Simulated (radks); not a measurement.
Spherical jellium clusters: N electrons in a uniform positive sphere of charge N and radius rs N^(1/3), rs = 2.6 bohr. Method: non-relativistic Kohn-Sham, exchange-only LDA, spin-polarised, spherical densities; computed with a radial shooting solver with Libxc functionals. Levels are named by radial order and angular momentum (1s, 1p, 1d, 2s, ...), and open shells are averaged over m. Each electron was tried in the lowest free levels, single moves between levels near the top were tried too, and the lowest total energy was kept; such a search can miss a lower state. Energies include the self-energy of the background; IP and EA are vertical (highest electron removed, lowest free level filled), at fixed background; spill-out counts the electrons outside the background radius R, and alpha is the static dipole polarisability from linear response (closed shells only). A dash means not computed or, for alpha, an open shell; in EA it means that no bound solution was reached, which is typical of self-interaction and does not show that the anion is unstable. Real open-shell clusters deform, which this model forbids.

N,open shells,2S,E/N (eV),E(N+1) + E(N-1) - 2E(N) (eV),IP (eV),-e(HOMO) (eV),spill-out (e),alpha/R^3
1,"1s(up 1, down 0)",1,-0.081,-,-,3.403,0.55,-
2,none,0,-0.384,1.551,5.953,3.562,0.80,2.336
3,"1p(up 1, down 0)",1,0.031,-0.948,3.872,1.833,1.21,-
4,"1p(up 2, down 0)",2,0.002,-0.855,4.920,2.700,1.48,-
5,"1p(up 3, down 0)",3,-0.186,1.030,5.560,3.306,1.66,-
6,"1p(up 3, down 1)",2,-0.140,-0.887,4.297,2.413,1.86,-
7,"1p(up 3, down 2)",1,-0.234,-0.634,5.074,3.081,2.01,-
8,none,0,-0.383,2.313,5.572,3.559,2.14,1.869
9,"1d(up 1, down 0)",1,-0.243,-0.468,3.128,1.419,2.41,-
10,"1d(up 2, down 0)",2,-0.177,-0.436,3.666,1.922,2.62,-
11,"1d(up 3, down 0)",3,-0.163,-0.395,4.086,2.328,2.80,-
12,"1d(up 4, down 0)",4,-0.184,-0.353,4.427,2.667,2.95,-
13,"1d(up 5, down 0)",5,-0.229,0.361,4.710,2.955,3.08,-
14,"1d(up 5, down 0) 2s(up 1, down 0)",6,-0.242,0.515,4.274,2.701,3.37,-
15,"1d(up 5, down 1) 2s(up 1, down 0)",5,-0.219,-0.429,3.858,2.267,3.49,-
16,"1d(up 5, down 2) 2s(up 1, down 0)",4,-0.225,-0.412,4.223,2.616,3.60,-
17,"1d(up 5, down 4)",1,-0.255,-0.421,4.609,2.980,3.58,-
18,none,0,-0.305,0.105,4.838,3.214,3.68,1.662
19,"2s(up 1, down 0)",1,-0.345,0.337,4.681,3.136,3.88,-
20,none,0,-0.363,1.382,4.365,2.904,4.13,1.726
21,"1f(up 1, down 0)",1,-0.314,-0.265,3.043,1.567,4.28,-
22,"1f(up 2, down 0)",2,-0.281,-0.247,3.302,1.827,4.42,-
23,"1f(up 3, down 0)",3,-0.262,-0.230,3.530,2.058,4.54,-
24,"1f(up 4, down 0)",4,-0.255,-0.214,3.733,2.264,4.66,-
25,"1f(up 5, down 0)",5,-0.256,-0.200,3.915,2.451,4.76,-
26,"1f(up 6, down 0)",6,-0.265,-0.186,4.080,2.622,4.86,-
27,"1f(up 7, down 0)",7,-0.280,0.710,4.230,2.778,4.95,-
28,"1f(up 7, down 0) 2p(up 1, down 0)",8,-0.269,-,3.484,2.177,5.23,-

All shells are closed at N = 2, 8, 18, 20 (there: 1s2 1p6 1d10 2s2); the second difference of the energy has clear peaks (12 % above both neighbours; the first and last values, which can be the largest, are not judged, and half-filled shells can peak too) at N = 5, 8, 14, 20.
